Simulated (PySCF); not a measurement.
PySCF 2.14 output of an unrestricted TPSS calculation on a single atom or ion in cc-pVTZ-PP with ECP60MDF, with a scalar-relativistic core potential:

```
SCF conv_tol = 1e-09
number electrons alpha = 9  beta = 5
    J. Tao, J. P. Perdew, V. N. Staroverov, and G. E. Scuseria.,  Phys. Rev. Lett. 91, 146401 (2003)
    J. P. Perdew, J. Tao, V. N. Staroverov, and G. E. Scuseria.,  J. Chem. Phys. 120, 6898 (2004)
    J. Tao, J. P. Perdew, V. N. Staroverov, and G. E. Scuseria.,  Phys. Rev. Lett. 91, 146401 (2003)
    J. P. Perdew, J. Tao, V. N. Staroverov, and G. E. Scuseria.,  J. Chem. Phys. 120, 6898 (2004)
cycle= 1 E= -89.8342898658184  delta_E= -0.00821  |g|= 0.0253  |ddm|= 0.141
cycle= 2 E= -89.834451249989  delta_E= -0.000161  |g|= 0.00967  |ddm|= 0.0221
cycle= 3 E= -89.8344797740074  delta_E= -2.85e-05  |g|= 0.00275  |ddm|= 0.00798
cycle= 4 E= -89.8344821470235  delta_E= -2.37e-06  |g|= 0.000211  |ddm|= 0.00178
cycle= 5 E= -89.8344821628973  delta_E= -1.59e-08  |g|= 1.91e-05  |ddm|= 0.000231
cycle= 6 E= -89.8344821630363  delta_E= -1.39e-10  |g|= 8.14e-07  |ddm|= 1.33e-05
converged SCF energy = -89.8344821630363  <S^2> = 6.0013951  2S+1 = 5.000558
```

The run itself started from symmetry-adapted Hartree-Fock orbitals and held the occupation by maximum overlap, on a logarithmic radial grid, so the iterations belong to that start.

Which element, charge and spin multiplicity is this?

Os(2+) (osmium, charge +2), multiplicity 5; the state was [Xe] 4f14 5d6, high-spin 5D determinant.

Energies and moments cover only the electrons outside the core potential. Spin-orbit coupling, absent here, splits the open shell strongly.
